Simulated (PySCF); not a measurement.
# Electron correlation in P²⁺ (phosphorus, charge +2)

[Ne] 3s2 3p1, 2P determinant. All numbers are calculated (PySCF 2.14, scalar relativity by spin-free X2C-1e, in dyall-acv3z (19s12p6d4f, 113 functions)). Frozen: 1s2; 11 electrons correlated; the 18 highest virtual orbitals of each spin left out.

| level | correlation energy (mhartree) |
| --- | --- |
| CCSD | -366.68 |
| (T) | -4.29 |
| CCSD(T) | -370.97 |

Diagnostics: T1 = 0.0077, D1 = 0.0304, largest double amplitude 0.100.

**Question.** Is a single reference adequate?

**Answer.** Mostly. T1 lies below 0.03, but a double amplitude of this size points to a near-degeneracy that CCSD handles and MP2 describes poorly.
